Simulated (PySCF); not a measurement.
# Hartree-Fock beside MP2: BHNO anion

Calculated results; nothing here was measured. They come from PySCF 2.14.0, an open-source quantum chemistry program, on an isolated molecule that a program drew, which may never have been made. The molecule is BHNO anion (charge -1, singlet), drawn as the SMILES string `N=B[O-]`.

The geometry was optimised and harmonic frequencies were computed with HF and MP2, all in the aug-cc-pVDZ basis, for the commonest isotopes, with a restricted reference for singlets and an unrestricted one otherwise, and a frozen core in MP2. Each result is a local minimum of its method.

Geometry at the HF minimum:
```xyz
4
BHNO anion, angstrom
N     1.2874   -0.7223   -1.3843
B     1.9114   -0.9770   -0.2295
O     2.5644   -1.1827    0.8069
H     0.3116   -0.9477   -1.4248
```

Lengths of the bonds as drawn, in Å (atoms numbered as above):
```
bond,HF,MP2
N1-B2,1.337,1.363
B2-O3,1.242,1.276
N1-H4,1.002,1.020
```

Rotational constants, in GHz:
| constant | HF | MP2 |
|---|---|---|
| A | 710.6 | 687.9 |
| B | 9.535 | 9.116 |
| C | 9.409 | 8.997 |

Harmonic frequencies in cm^-1, each column in rising order, so a row needn't be the same motion in every method:
| rank | HF | MP2 |
|---|---|---|
| 1 | 530 | 482 |
| 2 | 624 | 552 |
| 3 | 886 | 797 |
| 4 | 1098 | 1002 |
| 5 | 1967 | ? |
| 6 | 3787 | 3594 |

**Estimate the missing MP2 frequency from the HF column.**

A single factor s that minimises the squared misfit of MP2 against s times HF over the other rows is sum(HF x MP2) / sum(HF^2) = 0.9420, with an rms misfit of 31 cm^-1. For rank 5 it gives 0.9420 x 1967 = 1853 cm^-1. The calculation gives 1820 cm^-1, 33 cm^-1 below the estimate. The drawn bonds are on average 2.2 % longer in MP2 than in HF.
